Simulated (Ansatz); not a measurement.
Molecule: CH3BCl2O (charge 0, singlet). 
Geometry from a B3LYP-D3(BJ)/def2-TZVP (Ansatz, an electronic-structure program) optimisation:
SMILES: COB(Cl)Cl
```xyz
8

B      0.0446     0.1687    -0.0755
Cl     1.1911     1.3242    -0.7458
Cl     0.6274    -1.4195     0.4519
O     -1.2366     0.5251     0.0162
C     -2.2715    -0.3134     0.5397
H     -2.0613    -0.5748     1.5764
H     -2.3585    -1.2245    -0.0517
H     -3.1954     0.2561     0.4811
```

CCSD(T) with Ansatz in growing basis sets, 30 correlated electrons. Valence correlation only, unless marked. UHF or UKS for open shells. No spin-orbit coupling. Non-relativistic. Costs are ratios of core time to the smallest set, on shared machines of one kind, and rough; they hold the program's checks for lower states.

```tsv
basis	functions	cost over smallest	E(corr) (Eh)	electronic atomisation energy (kcal/mol)
cc-pV(D+d)Z	103	1×	-0.7475	688.8
cc-pV(T+d)Z	210	7×	-0.9656	724.4
```

Formally CCSD grows as o²v⁴ and (T) as o³v⁴; with o = 15 and v going from 75 to 182 both grow 35-fold in the last step, while integrals and the mean field grow more slowly. That step adds 218.0 mEh of correlation energy and 35.6 kcal/mol to the atomisation energy.
